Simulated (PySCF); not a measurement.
# Ionisation energy of Re(70+) by level of theory

Re(70+) [He] 2s2 2p1 (2P) → Re(71+) [He] 2s2 (1S), as a difference of total energies. Calculation: PySCF 2.14, in an even-tempered Gaussian basis (18 s from 48 bohr⁻², ratio 2.2; 13 p from 63 bohr⁻², ratio 2.2; 5 d from 230 bohr⁻², ratio 2.4; 5 f from 350 bohr⁻², ratio 2.4; 4 g from 520 bohr⁻², ratio 2.4); scalar relativity by spin-free X2C-1e. Correlated levels: nothing frozen; virtual orbitals above 40 to 60 times the deepest correlated orbital energy dropped. The calculations carry no spin-orbit coupling.

| method | ionisation energy (eV) |
| --- | --- |
| UHF | 18353.3 |
| LDA | 18342.1 |
| PBE | 18355.1 |
| PBE0 | 18354.9 |
| r2SCAN | 18358.9 |
| BHandHLYP | 18356.2 |
| TPSS | 18359.8 |
| MP2 (all electrons) | 18353.1 |
| SCS-MP2 (all electrons) | 18352.9 |

A first-order spin-orbit estimate (lowest level to lowest level, LS coupling) adds 960.6 eV.

For this ion Breit and QED terms and the two-electron picture change, all absent here, outweigh the differences among the correlated methods.

First order in ζ underestimates the shift of j = l − 1/2 levels at high Z.

For comparison: 19420 ± 60 eV (theoretical estimate listed by NIST; NIST Atomic Spectra Database, ionization energies).
